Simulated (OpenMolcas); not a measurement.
## Ge III: effect of the IPEA shift

```yaml
Program: OpenMolcas 26.06
Basis: ANO-RCC-VTZP [6s5p3d1f]
Scalar_Hamiltonian: DKH2, point nucleus
Active_space: 2 electrons in 4 orbitals (4s 4p)
State_averaging: 2S+1 = 3 even, 3 roots; 2S+1 = 1 even, 7 roots; 2S+1 = 3 odd, 3 roots; 2S+1 = 1 odd, 3 roots
Spin-orbit_coupling: state interaction with AMFI integrals over the reference wave functions, term energies averaged over their components
```

Methods on the same reference wave functions:
A. CASSCF
B. MS-CASPT2, IPEA 0 Eh, imaginary shift 0.1 Eh (closed shells correlated: 3d)
C. MS-CASPT2, IPEA 0.25 Eh, imaginary shift 0.1 Eh (closed shells correlated: 3d)

Energies in cm-1 above 4s2 1S0, the measured ground level; measured values from Sugar and Musgrove, J. Phys. Chem. Ref. Data 22, 1213 (1993).

```tsv
Level	A	B	C	Measured
4s2 1S0	0.0	0.0	0.0	0.0
4s 4p 3P* 0	58094	60341	60467	61734
4s 4p 3P* 1	58753	60995	61122	62500
4s 4p 3P* 2	60123	62369	62495	64144
4s 4p 1P* 1	98492	92820	93442	91873
4p2 3P0	144281	146601	146865	147685
4p2 3P1	145026	147373	147635	148640
4p2 3P2	146248	148202	148676	150372
4p2 1D2	156513	150456	152140	144975
4p2 1S0	179445	174316	174911	174114
```

Deviations, from unrounded energies. A percentage is the sum of absolute deviations over the sum of measured energies, with the sign that they share, or ± where signs differ.

```csv
Against measurement,Levels,A,B,C
mean absolute deviation (cm-1),9,5100,1800,1900
other configurations (%),9,±4.4,±1.5,±1.7
```

B lies closest to measurement on these levels and A furthest from it. The largest miss of B in the table is 4p2 1D2, by +5500 cm-1. The ranking rests on the paired levels alone, and a cruder setting can come out closer through cancelling errors.

Between B and C the level of the table that moves most is 4p2 1D2, by 1700 cm-1 (lowest in B, highest in C).

The lowest spin-free term lies below A's lowest term by 0.391 hartree in B, 0.390 hartree in C.

Over all roots computed the reference weight is 0.89 to 0.96 in B; the roots of lowest weight are the least certain, and an intruder state may touch them. The ¹D term of p² mixes with s d, which this space lacks. Some levels mix across a computed gap that differs much from the measured one, so their mixing is not that of the real levels (holds for B; C). Computed and measured levels are paired by configuration, term and J; levels that our copy of the source lacks, or whose pairing is in doubt (as where it misses far off the trend of its configuration), stay unpaired and out of the deviations. Only configurations of the active space appear.

* marks odd parity.
